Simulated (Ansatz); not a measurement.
Reaction (SMILES): CCCC[C@H](C)Cl -> CCCC[CH]Cl + [CH3] (CH3) (the C-C bond at the site shown breaks; other sites are not compared here)
Structures are relaxed separately at B3LYP-D3(BJ)/def2-TZVP in Ansatz (a first-principles code), one conformer each, not searched for the lowest.

Quantity: bond dissociation energy (electronic energy difference), in kcal/mol. Cores are frozen in the correlated levels unless marked. Open shells are spin-unrestricted. Spin-orbit coupling is left out. Non-relativistic unless marked X2C. CBS marks a two-point X^-3 extrapolation of the correlation energy; Hartree-Fock from the larger set. The bracket is a focal-point correction in the basis named.

| level | program | bond dissociation energy (kcal/mol) |
|---|---|---|
| HF/cc-pwCVTZ | Ansatz | 63.5 |
| PBE-D4/def2-TZVPD | Ansatz + dftd4 | 91.7 |

**Question.** Predict the RI-MP2/CBS(cc-pV(T+d)Z,cc-pV(Q+d)Z)+[CCSD(T)-MP2]/cc-pV(T+d)Z result (Ansatz).

**Answer.** 95.5 kcal/mol, so PBE-D4/def2-TZVPD differs from it by -3.8 kcal/mol.
